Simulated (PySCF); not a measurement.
Ions at one geometry of YF3(H2O)

PySCF 2.14.0, RKS PBE0, Y def2-SVP with ECP28, F def2-SVP, O def2-SVP, H def2-SVP; non-relativistic Hamiltonian with scalar-relativistic core potentials where named; density fitting; no spin-orbit coupling; singlets restricted, open shells unrestricted. The geometry is relaxed for charge 0, singlet, vacuum:

```xyz
7

Y     0.0012   -0.1445    0.1445
F     0.8881    1.4338    1.0213
F    -1.1585   -1.3029    1.3029
F     0.8881   -1.0213   -1.4338
O    -1.3329    1.2489   -1.2489
H    -1.4031    2.2015   -1.1046
H    -1.4031    1.1046   -2.2015
```

Energies count from the relaxed state; an electron taken off or put on is at rest in vacuum. Charges and spins are Mulliken's.

```
                     state  energy (eV)  spin squared  charge on Y1 (e)  spin on Y1 (e)  dipole about the centre of mass (D)
 charge 0, singlet, vacuum         0.00          0.00              1.10            0.00                                 5.97
charge +1, doublet, vacuum        11.97          0.76              1.40           -0.06                                 4.50
```

**Question.** What does the state charge -1, doublet, vacuum give?

**Answer.** energy (eV) 0.27, spin squared 0.75, charge on Y1 (e) 0.24, spin on Y1 (e) 0.88, dipole about the centre of mass (D) 0.73.

With an electron taken off (doublet) the charges change, summed by element, by Y +0.30 e, F +0.66 e, O -0.01 e, H +0.05 e. The vertical ionisation energy is 11.97 eV, against −ε(HOMO) = 9.61 eV of the relaxed state. The level lies 2.4 eV too high, as is usual for semilocal functionals and global hybrids, which keep a self-interaction error.

With an electron put on (doublet) the charges change, summed by element, by Y -0.86 e, F -0.03 e, O +0.08 e, H -0.19 e. The vertical electron affinity is -0.27 eV, against −ε(LUMO) = 1.15 eV of the relaxed state. The basis has no diffuse functions, which an added electron needs. The added electron's level lies above zero.

Open shells may have lower solutions than those found.
